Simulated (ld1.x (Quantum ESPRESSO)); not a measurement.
**Configuration tests for osmium (PAW)**

```json
{"Element": "Os", "Generator": "ld1.x (Quantum ESPRESSO) 7.5", "Type": "PAW", "Functional": "PW91", "Relativity": "scalar-relativistic", "Frozen core": "[Kr] 4d10", "Valence charge": "30", "Reference configuration": "4f14 5s2 5p6 5d6 6s1.5 6p0.5", "Partial waves": "5s (bound): rcut 1.30, rcutus 1.50 bohr; 6s (bound): rcut 1.30, rcutus 1.50 bohr; 5p (bound): rcut 1.85, rcutus 2.25 bohr; 6p (bound): rcut 1.85, rcutus 2.25 bohr; 5d (bound): rcut 2.35, rcutus 2.45 bohr; 5d channel at -0.1 Ry: rcut 2.35, rcutus 2.45 bohr; 4f (bound): rcut 0.75, rcutus 1.00 bohr; 4f channel at -2.7 Ry: rcut 0.75, rcutus 1.00 bohr", "Local potential": "all-electron potential smoothed inside 2.10 bohr (lloc = -1)", "Core correction": "Bessel-smoothed model core, default radius (core density twice the valence density)", "Augmentation charge": "PSQ, inside the norm-conserving radii"}
```

Energies are relative to the spin-unpolarised reference configuration 4f14 5s2 5p6 5d6 6s1.5 6p0.5; without spin polarisation the order of configurations can differ from experiment. Not all tests gave a result: test run stopped at test 5 of 7 (negative rho). The frozen-core shift is the all-electron ΔE with the core orbitals held at their reference shape minus the fully relaxed ΔE.

Its overlap operator is not positive definite in a basis up to 400 Ry (lowest eigenvalue p -0.14), so the file is unfit for use: the generalised eigenproblem breaks down once the basis is large enough, and its test numbers describe a broken file.

| valence configuration | charge | ΔE all-electron (eV) | error AE − PS (meV) | frozen-core shift (meV) |
| --- | --- | --- | --- | --- |
| 4f14 5s2 5p6 5d6 6s2 6p0 | 0 | -2.488 | +2.7 | -0.7 |
| 4f14 5s2 5p6 5d6 6s1 6p0 | +1 | 7.160 | -0.7 | +2.7 |
| 4f14 5s2 5p6 5d6 6s0 6p0 | +2 | 24.155 | -5.6 | +7.9 |
| 4f14 5s2 5p6 5d6 6s1 6p1 | 0 | 2.596 | +4.5 | +0.6 |

Levels in the configuration 4f14 5s2 5p6 5d6 6s1 6p1:

```tsv
level	all-electron (eV)	pseudo (eV)
4f	-53.848	-53.753
5s	-93.435	-93.403
5p	-52.708	-52.666
5d	-7.968	-7.934
6s	-7.426	-7.409
6p	-2.145	-2.153
```

A variational frozen-core shift is positive and of second order in the change. This column holds negative values, so the frozen-core run of ld1.x carries numerical noise or an error of first order here, and the column gives no more than the rough size of the effect.

The ghost test of this file was not conclusive.
